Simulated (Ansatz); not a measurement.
`F[CH2][InH][F]` + H₂Se → `[F][InH][SeH]` + `CF` at 600 K and 1 bar (ligand exchange at the In–C bond).

Calculated with Ansatz (gas phase, PBE0-D4/def2-TZVP geometries, no zero-point term in ΔE). CCSD(T)/CBS is the MP2 limit (def2-TZVPP, def2-QZVPP) plus CCSD(T) − MP2 in def2-TZVPP, frozen cores. This one scheme is used for every species. Elements past krypton have def2 core potentials. For In, Se outer-core shells are correlated without core-valence functions, which leaves a few kJ/mol of doubt a bond. Scalar relativity is left out up to krypton. Each species was taken in one conformer, which may not be the lowest.

| species | CCSD(T)/CBS energy (Eh) | H − E (kJ/mol) | S (J/(mol·K)) |
| --- | --- | --- | --- |
| `F[CH2][InH][F]` | -429.25055 | 145.0 | 411.3 |
| H₂Se | -2401.89790 | 57.0 | 244.8 |
| `[F][InH][SeH]` | -2691.57127 | 83.9 | 389.5 |
| `CF` | -139.63461 | 127.6 | 254.6 |

H − E and S are ideal-gas, rigid-rotor, harmonic terms from PBE0-D4/def2-TZVP, for one conformer and one mirror image of each species. 1 Eh = 2625.50 kJ/mol, R = 8.31446 J/(mol·K).

Task: By hand: ΔE, ΔH, ΔS and ΔG.

Result: ΔE = (-2691.57127) + (-139.63461) − (-429.25055) − (-2401.89790) = -0.05743 Eh = -150.8 kJ/mol. Δ(H − E) = 83.9 + 127.6 − 145.0 − 57.0 = 9.5, so ΔH = -141.3 kJ/mol. ΔS = 389.5 + 254.6 − 411.3 − 244.8 = -12.0 J/(mol·K). ΔG = -141.3 − 600 × (-12.0)/1000 = -134.1 kJ/mol.

Task: By hand: the equilibrium constant, and the temperature at which ΔG would vanish if ΔH and ΔS stayed fixed.

Result: log₁₀ K = −ΔG/(RT ln 10) = 11.7. ΔG = 0 at ΔH/ΔS = 11775 K, far beyond where these terms or the molecules hold.

The number of gas molecules stays the same, so ΔS is small and ΔH decides. A doubt of 5 kJ/mol in ΔE shifts log₁₀ K by 0.4 here. Other conformers and mirror images would add mixing entropy, several J/(mol·K) or more a flexible species. Modes under 60 cm⁻¹, often nearly free rotors, make the harmonic entropy too high. These are equilibria of isolated gas molecules and say nothing of rates. Largest T1 diagnostic: 0.015 (customary marks: 0.02 for closed shells, 0.045 for open ones).
